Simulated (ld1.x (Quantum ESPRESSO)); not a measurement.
## Bi: excitation energies, all-electron against TM

* Element: Bi
* Generator: ld1.x (Quantum ESPRESSO) 7.5
* Type: norm-conserving Troullier–Martins (Kleinman–Bylander form)
* Functional: BLYP
* Relativity: scalar-relativistic
* Frozen core: [Xe] 4f14 5d10
* Valence charge: 5
* Reference configuration: 6s2 6p1 (charge +2)
* Partial waves: 6s (bound): rc 1.85 bohr; 6p (bound): rc 2.20 bohr; 6d channel at -0.1 Ry: rc 1.70 bohr
* Local potential: all-electron potential smoothed inside 2.10 bohr (lloc = -1)
* Core correction: Bessel-smoothed model core, default radius (core density twice the valence density)

Energies are relative to the spin-unpolarised reference configuration 6s2 6p1; without spin polarisation the order of configurations can differ from experiment.

```csv
valence configuration,charge,ΔE all-electron (eV),error AE − PS (meV)
6s2 6p3,0,-23.045,-23
6s2 6p2,+1,-15.223,-7.6
6s1 6p4,0,-12.936,-8.1
6s1 6p0,+4,68.897,-352
6s2 6p2.5,+0.5,-19.999,-16
6s2 6p3.3,-0.3,-24.104,-26
```

(1) What are ΔE and the potential's error for 6s2 6p0?

Levels in the configuration 6s2 6p3.3:

```
level  all-electron (eV)  pseudo (eV)
   6s            -12.352      -12.299
   6p             -2.628       -2.620
```

Note: ghost state, extra bound levels that the all-electron valence spectrum of the same l lacks: d at -60.1 eV. A true bound ghost makes a file unfit for plane-wave use.

Results:

(1) ΔE = 23.417 eV all-electron; the error (AE − PS) is -47 meV.
